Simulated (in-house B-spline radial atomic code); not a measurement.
Results of a calculation; reference values are marked as such.
Stopping and range of 120 keV Xe in InSb

The pair potential comes from two frozen, spherical free-atom densities (PBE, B-spline radial code, scalar-relativistic past argon): electrostatics plus the change in Thomas-Fermi kinetic and Dirac exchange energy where they overlap, the recipe behind the universal ZBL potential, which averages such potentials (from solid-state densities) over many pairs. It is written V = (Z1 Z2 e²/r) φ(r/a), with e² = 14.3996 eV·Å and a = 0.46850 Å/(Z1^0.23 + Z2^0.23); ZBL's fit is φ = 0.18175 e^(−3.1998x) + 0.50986 e^(−0.94229x) + 0.28022 e^(−0.4029x) + 0.02817 e^(−0.20162x). Where φ falls below 4e-4 it is continued as an exponential.

The target is taken as amorphous, with density 5.77 g/cm³ (NSM archive of the Ioffe Institute); channelling is ignored. Masses: Xe 131.29, In 114.82, Sb 121.76 u. Nuclear stopping is S_n = 4π a Z1 Z2 e² M1/(M1 + M2) × s_n(ε), with s_n integrated over impact parameters for each pair. Electronic stopping is Lindhard and Scharff's S_e = Z1^(1/6) 8π e² a0 Z1 Z2/(Z1^(2/3) + Z2^(2/3))^(3/2) × v/v0, with a0 = 0.529177 Å and v = v0 at 24.801 keV/u; it misses the oscillations with Z1 seen in experiment, which reach tens of per cent. Compounds add by atom fraction.

```csv
target atom,a (Å),ε at this energy,"s_n, this pair","s_n, ZBL potential"
In,0.09464,0.1391,0.3323,0.333
Sb,0.09421,0.1372,0.3315,0.3325
```

(1) What are the atom density and the stopping powers at entry?

Along the track:

```tsv
E (keV)	N S_n (eV/nm)	N S_e (eV/nm)
6	1020	86.2
18	1540	149
36	1890	211
60	2120	273
90	2280	334
120	2370	386
```

(2) Estimate the path length and the projected range.

Results:

(1) N = 5.77 × 0.602214/118.29 = 0.02938 atoms/Å³. For In: S_n = 24170 × 0.3323 = 8033 eV·Å², S_e = 3.7496 × √120000 = 1299 eV·Å². For Sb: S_n = 24360 × 0.3315 = 8074 eV·Å², S_e = 3.8273 × √120000 = 1326 eV·Å². Averaged over the target's atoms (half each) and times N × 10 Å/nm, the ion loses N S_n = 2370 eV/nm to recoils and N S_e = 386 eV/nm to electrons; the nuclear share is 86 %.

(2) With continuous slowing down the path is the integral of dE/(N (S_n + S_e)). Trapezoids over the table give 52.5 nm, and the stretch below the first row, with stopping taken as √E, adds 2E/(N S) = 11 nm: 63.4 nm in all, against 62.2 nm on a fine grid from 5 eV. Deflections shorten the depth: to first order in the energy passed on, N (S_n + S_e) dR_p/dE = 1 − N S_n (M2/M1) R_p/(2E), summed over the target's atoms, and integrating this on the fine grid gives R_p = 38 nm, 0.61 of the path. Lindhard's rule of thumb R/(1 + M2/3M1), with mean M2/M1 = 0.90, gives 47.9 nm. On the ZBL potential the same equation gives 38.2 nm, and the full integral equation, which keeps hard collisions, 40.3 nm.
